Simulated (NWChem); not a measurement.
All runs are NWChem calculations. System: H6BN, charge 1, spin multiplicity 2, at the geometry of a parent with another charge or spin, in a state set for the comparison that need not be this species' ground state. Its SCF solution wasn't tested for a lower state. Level: UMP2/aug-cc-pVTZ, 2 core orbitals frozen.

Part of the output:

```
             Northwest Computational Chemistry Package (NWChem) 7.3.0
             --------------------------------------------------------

                                NWChem Input Module
                                -------------------

 Scaling coordinates for geometry "geometry" by  1.889725989
 (inverse scale =  0.529177249)

 Turning off AUTOSYM since
 SYMMETRY directive was detected!

                             Geometry "geometry" -> ""
                             -------------------------

 Output coordinates in angstroms (scale by  1.889725989 to convert to a.u.)

  No.       Tag          Charge          X              Y              Z
 ---- ---------------- ---------- -------------- -------------- --------------
    1 B                    5.0000     0.91343100    -0.06946900     0.00000000
    2 N                    7.0000    -0.71755700     0.05457500     0.00000000
    3 H                    1.0000     1.32765800     1.08264400     0.00000000
    4 H                    1.0000     1.19340100    -0.68257800    -1.02210000
    5 H                    1.0000     1.19340100    -0.68257800     1.02210000
    6 H                    1.0000    -1.05018200     0.55686500     0.82379900
    7 H                    1.0000    -1.15835800    -0.86589600     0.00000000
    8 H                    1.0000    -1.05018200     0.55686500    -0.82379900

 Effective nuclear repulsion energy (a.u.)      40.6037053468

            Nuclear Dipole moment (a.u.)
            ----------------------------
        X                 Y               Z
 ---------------- ---------------- ----------------
    -0.0000113384     0.0000037795     0.0000000000

      Symmetry information
      --------------------

 Group name             Cs
 Group number              2
 Group order               2
 No. of unique centers     6

      Symmetry unique atoms

     1    2    3    4    6    7


 Summary of "ao basis" -> "" (spherical)
 ------------------------------------------------------------------------------
       Tag                 Description            Shells   Functions and Types
 ---------------- ------------------------------  ------  ---------------------
 *                        aug-cc-pvtz                 on all atoms

 Summary of "ao basis" -> "ao basis" (spherical)
 ------------------------------------------------------------------------------
       Tag                 Description            Shells   Functions and Types
[...]
  mp2_memr nvloc                   220
  nvloc new                   220
   1 passes of   7:        5242880                     184885                 139184668.
   1 passes of   7: M    126150440           G      144073860           F     120907560.
  mp2_memr nvloc                   220
  nvloc new                   220
   2 passes of   4:        5242880                     151898                  79572808.
   2 passes of   4: M    126150440           G      144073860           F     120907560.

 Semi-direct pass number   1 of   2  for UHF alpha       at      235.3s
  vrange nnbf                 26565
  mp2_eaftype                   303  avail_ma_in_mb                  1099
 EAF : mp2_eaftype filesize         303   39786404.
  mp2_eaf for mointskh                    303
Node 0 wrote    187.0 Mb in      0.1 s     Agg I/O rate:  2275.4 Mb/s
 Done moints_semi at      274.6s
  mp2_eaftype                   303  avail_ma_in_mb                   796
 EAF : mp2_eaftype filesize         303   39786404.
  mp2_eaf for kh                   303
 Done maket at      275.2s
 Semi-direct pass number   2 of   2  for UHF alpha       at      275.2s
  vrange nnbf                 26565
  mp2_eaftype                   303  avail_ma_in_mb                   796
 EAF : mp2_eaftype filesize         303   39786404.
  mp2_eaf for mointskh                    303
Node 0 wrote    140.3 Mb in      0.1 s     Agg I/O rate:  1396.8 Mb/s
 Done moints_semi at      314.3s
  mp2_eaftype                   303  avail_ma_in_mb                   796
 EAF : mp2_eaftype filesize         303   39786404.
  mp2_eaf for kh                   303
 Done maket at      314.7s
 Done multipass loop at      314.7s

 GA uses MA = F    GA memory limited = T

 Available:
  local mem=  1.26D+08
 global mem=  1.44D+08
 local disk=  0.00D+00
  mp2_memr nvloc                   221
  nvloc new                   221
   1 passes of   6:        5242880                     174189                 119855974.
   1 passes of   6: M    126150440           G      144073860           F     120907560.

 Semi-direct pass number   1 of   1  for UHF beta        at      314.8s
  vrange nnbf                 26565
  mp2_eaftype                   457  avail_ma_in_mb                  1099
 EAF : mp2_eaftype filesize         457   59927987.
  mp2_eaf for mointskh                    457
Node 0 wrote    281.8 Mb in      0.2 s     Agg I/O rate:  1501.3 Mb/s
 Done moints_semi at      352.1s
  mp2_eaftype                   457  avail_ma_in_mb                   642
 EAF : mp2_eaftype filesize         457   59927987.
  mp2_eaf for kh                   457
 Done maket at      352.9s
 Done multipass loop at      352.9s

          -------------------------------------------
          SCF energy                 -82.291695179737
          Correlation energy          -0.340185075659
          Singlet pairs                0.000000000000
          Triplet pairs                0.000000000000
          Total MP2 energy           -82.631880255396
          -------------------------------------------

          ---------------------------------------------------
                    Spin Component Scaled (SCS) MP2
          Same spin pairs                     -0.068410605978
          Same spin scaling factor             0.333333333333
          Opposite spin pairs                 -0.271774469682
          Opposite spin scaling fact.          1.200000000000
          SCS-MP2 correlation energy          -0.348932898944
          Total SCS-MP2 energy               -82.640628078681
          ---------------------------------------------------

 -----------------------
 Performance information
 -----------------------

 Timer overhead =  1.69D-07 seconds/call

               Nr. of calls         CPU time (s)                 Wall time (s)                GFlops
             ---------------    -------------------     ------------------------------   -------------------
Name         Min   Avg   Max    Min     Avg     Max     Min     Avg     Max   Mx/calls   Min     Max     Sum
mp2: moin     3     3     3   1.16E+2 1.16E+2 1.16E+2  1.16E+2 1.16E+2 1.16E+2  39.      0.0     0.0     0.0
mp2: make     3     3     3    1.9     1.9     1.9      1.9     1.9     1.9    0.63      0.0     0.0     0.0
mp2: tota     1     1     1   1.18E+2 1.18E+2 1.18E+2  1.18E+2 1.18E+2 1.18E+2 1.18E+2   0.0     0.0     0.0

 The average no. of pstat calls per process was 7.00D+00
 with a timing overhead of 1.18D-06s

 Task  times  cpu:      352.8s     wall:      352.8s

 Total times  cpu:      352.9s     wall:      352.9s
```

Task: Write an NWChem input that would produce this output.

Result: This is not unique; one that fits is 
```
start mol
memory heap 200 mb stack 900 mb global 1100 mb
charge 1
geometry units angstroms nocenter noautoz
  B      0.913431    -0.069469     0.000000
  N     -0.717557     0.054575     0.000000
  H      1.327658     1.082644     0.000000
  H      1.193401    -0.682578    -1.022100
  H      1.193401    -0.682578     1.022100
  H     -1.050182     0.556865     0.823799
  H     -1.158358    -0.865896     0.000000
  H     -1.050182     0.556865    -0.823799
  symmetry group Cs
end
basis spherical
  * library aug-cc-pvtz
end
scf
  uhf
  nopen 1
  maxiter 100
  thresh 1e-7
  semidirect memsize 60000000 filesize 0
  # guess.movecs holds the orbitals of an unrestricted PBE0 run
  vectors input guess.movecs output mol.movecs
end
mp2
  freeze core 2
end
task mp2 energy
```
